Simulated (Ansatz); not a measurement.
`Cl[SiH](Cl)C[CH2][GeH3]` → `Cl[Si]Cl` + `C[CH2][GeH3]`  (silylene formation by 1,1-elimination)

Gas-phase electronic energies from Ansatz, PBE0-D4/def2-TZVP geometries. CCSD(T)/CBS adds triple-zeta CCSD(T) − MP2 to the extrapolated MP2 energy (def2 sets, frozen cores). This one scheme is used for every species. Functionals use def2-TZVPP. For Ge outer-core shells are correlated without core-valence functions, which leaves a few kJ/mol of doubt a bond. Scalar relativity is left out up to krypton. Each species was taken in one conformer, which may not be the lowest.

```tsv
level	ΔE (kJ/mol)
PBE0-D4	155.2
ωB97M-V	141.9
B2PLYP	132.1
MP2/def2-TZVPP	165.1
```

Q: What does CCSD(T)/CBS give? (Estimate.)

A: The calculation gave: +151.8 kJ/mol. The listed levels differ from it by 3.4, -9.9, -19.7, 13.3 kJ/mol.

Largest T1 diagnostic among the species: 0.013.

Leaving LDA and LC-ωPBE aside and taking each functional with its dispersion term where it has one, the values, not all of them listed here, spread over 46.9 kJ/mol, from BLYP-D4 to r2SCAN0-D4. LDA lies +40.8 kJ/mol from PBE without D4. From BLYP to BHLYP (50 % exact exchange), in def2-TZVPP and without D4, ΔE moves by +46.7 kJ/mol.
